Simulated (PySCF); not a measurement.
Compound: 4-tert-butylphenol, C₁₀H₁₄O.
Bonds: C1–C2, C2–C3, C2–C4, C2–C5, C5–C6 (aromatic), C6–C7 (aromatic), C7–C8 (aromatic), C8–O9, C8–C10 (aromatic), C10–C11 (aromatic), C5–C11 (aromatic). Hydrogens: H12, H13, H14 on C1; H15, H16, H17 on C3; H18, H19, H20 on C4; H21 on C6; H22 on C7; H23 on O9; H24 on C10; H25 on C11.

Computed by this run: PySCF, PBE0-D3(BJ)/def2-SVP geometry optimisation, gas phase; density fitting, grid level 2; the optimiser is geomeTRIC in internal coordinates, started from a GFN2-xTB structure.

Step 0: E = -12622.4396 eV
```
atom  x, y, z in Å  |  force x, y, z in eV/Å
C1     -2.4524   -1.4804    0.2141    0.295   0.519  -0.170
C2     -1.8386   -0.1523   -0.2381   -0.245  -0.013  -0.016
C3     -2.4569    0.9721    0.6050    0.197  -0.416  -0.269
C4     -2.1889    0.0577   -1.7178    0.107  -0.108   0.514
C5     -0.3266   -0.1233   -0.0746   -0.439  -0.084  -0.021
C6      0.4007   -1.1919    0.4312    0.017   0.057  -0.022
C7      1.7770   -1.1284    0.5667    0.131   0.010   0.010
C8      2.4672    0.0153    0.1962    0.831  -0.088   0.135
O9      3.8207    0.1223    0.3131   -0.354   0.048  -0.062
C10     1.7549    1.0951   -0.3135    0.161  -0.018   0.027
C11     0.3844    1.0178   -0.4426    0.105  -0.078   0.044
H12    -2.0658   -2.3096   -0.3741    0.140  -0.396  -0.189
H13    -3.5317   -1.4468    0.0787   -0.414  -0.009  -0.044
H14    -2.2516   -1.6654    1.2669    0.068  -0.152   0.427
H15    -3.5419    0.9469    0.5253   -0.470   0.040  -0.023
H16    -2.1138    1.9486    0.2747    0.127   0.444  -0.106
H17    -2.1839    0.8519    1.6515    0.081  -0.011   0.432
H18    -1.8447    1.0249   -2.0726    0.140   0.415  -0.201
H19    -1.7233   -0.7134   -2.3279    0.167  -0.300  -0.291
H20    -3.2665    0.0068   -1.8588   -0.468   0.008  -0.105
H21    -0.0914   -2.1022    0.7320   -0.271  -0.385   0.122
H22     2.3182   -1.9776    0.9647    0.218  -0.341   0.160
H23     4.1805   -0.6947    0.6786   -0.126   0.068  -0.042
H24     2.2940    1.9838   -0.6014    0.251   0.407  -0.132
H25    -0.1382    1.8739   -0.8415   -0.249   0.382  -0.180
```

Step 1: E = -12622.5025 eV
```
atom  x, y, z in Å  |  force x, y, z in eV/Å
C1     -2.4458   -1.4815    0.2149   -0.059  -0.071   0.020
C2     -1.8487   -0.1510   -0.2394    0.027  -0.010   0.008
C3     -2.4725    0.9704    0.6008   -0.028   0.065   0.049
C4     -2.2032    0.0585   -1.7169   -0.012   0.010  -0.087
C5     -0.3290   -0.1214   -0.0744    0.043  -0.005   0.008
C6      0.4068   -1.1940    0.4347   -0.069  -0.057   0.014
C7      1.7931   -1.1361    0.5727    0.068  -0.062   0.033
C8      2.4925    0.0105    0.2008   -0.092   0.065  -0.040
O9      3.8316    0.1287    0.3081    0.085  -0.042   0.029
C10     1.7769    1.0978   -0.3113    0.030   0.039  -0.011
C11     0.3983    1.0223   -0.4414   -0.060   0.066  -0.033
H12    -2.0559   -2.3290   -0.3715   -0.005   0.030   0.015
H13    -3.5392   -1.4624    0.0813    0.030  -0.007   0.006
H14    -2.2465   -1.6792    1.2803    0.000   0.011  -0.030
H15    -3.5709    0.9647    0.5033    0.026  -0.001  -0.006
H16    -2.1147    1.9631    0.2861   -0.008  -0.027   0.010
H17    -2.2225    0.8480    1.6665   -0.006   0.000  -0.021
H18    -1.8393    1.0283   -2.0904   -0.008  -0.026   0.011
H19    -1.7560   -0.7294   -2.3435   -0.012   0.015   0.016
H20    -3.2960    0.0333   -1.8625    0.025   0.005   0.011
H21    -0.0992   -2.1123    0.7385    0.018   0.029  -0.009
H22     2.3359   -1.9983    0.9761   -0.017   0.022  -0.011
H23     4.1898   -0.6880    0.6715    0.017   0.006   0.000
H24     2.3256    1.9966   -0.6025   -0.018  -0.024   0.007
H25    -0.1296    1.8913   -0.8458    0.024  -0.029   0.015
```

**Question.** Estimate the geometry and energy of step 2. (The exact step hangs on the optimiser's Hessian estimate; all steps are aligned on step 1, rigid shifts and turns removed.)

**Answer.** E = -12622.5030 eV, largest force 0.066 eV/Å
```
atom  x, y, z in Å  |  force x, y, z in eV/Å
C1     -2.4464   -1.4831    0.2155   -0.007  -0.005   0.001
C2     -1.8481   -0.1514   -0.2392    0.004   0.004   0.000
C3     -2.4723    0.9713    0.6022   -0.007   0.006   0.004
C4     -2.2031    0.0581   -1.7184   -0.006   0.001  -0.010
C5     -0.3273   -0.1204   -0.0750    0.001  -0.004   0.001
C6      0.4075   -1.1942    0.4342    0.004  -0.001   0.001
C7      1.7948   -1.1354    0.5720   -0.056   0.021  -0.015
C8      2.4906    0.0139    0.1990    0.030  -0.053   0.025
O9      3.8321    0.1219    0.3121    0.028   0.057  -0.019
C10     1.7765    1.1025   -0.3136    0.036  -0.025   0.014
C11     0.3973    1.0255   -0.4432   -0.019  -0.013   0.003
H12    -2.0553   -2.3289   -0.3707    0.004   0.003  -0.001
H13    -3.5391   -1.4660    0.0827    0.003   0.004  -0.002
H14    -2.2459   -1.6798    1.2800    0.003   0.003  -0.001
H15    -3.5698    0.9658    0.5027    0.001   0.000  -0.004
H16    -2.1141    1.9633    0.2889    0.003  -0.003   0.000
H17    -2.2239    0.8478    1.6676    0.000  -0.005  -0.002
H18    -1.8384    1.0264   -2.0922    0.003  -0.002   0.003
H19    -1.7580   -0.7306   -2.3444   -0.001  -0.002   0.005
H20    -3.2955    0.0347   -1.8620    0.000   0.003   0.004
H21    -0.0979   -2.1117    0.7377   -0.003   0.002  -0.001
H22     2.3387   -1.9960    0.9750    0.000   0.006  -0.003
H23     4.1860   -0.6964    0.6761   -0.018   0.007  -0.005
H24     2.3246    2.0008   -0.6045   -0.001  -0.001   0.000
H25    -0.1311    1.8930   -0.8470    0.001  -0.003   0.001
```

The energy changes by -0.0004 eV. The first-order estimate −F·Δx gives -0.0018 eV and the mean of the old and new forces, exact on a quadratic surface, -0.0004 eV. The step makes an angle of 71° with the force vector and moves no atom by more than 0.010 Å.

What follows is the cost of the whole optimisation. On an Arm Neoverse V1 with one thread, shared host with 32 logical CPUs at a one-minute load of 17, this took 2.6 min of wall time and 1.1 GiB of memory at its peak.
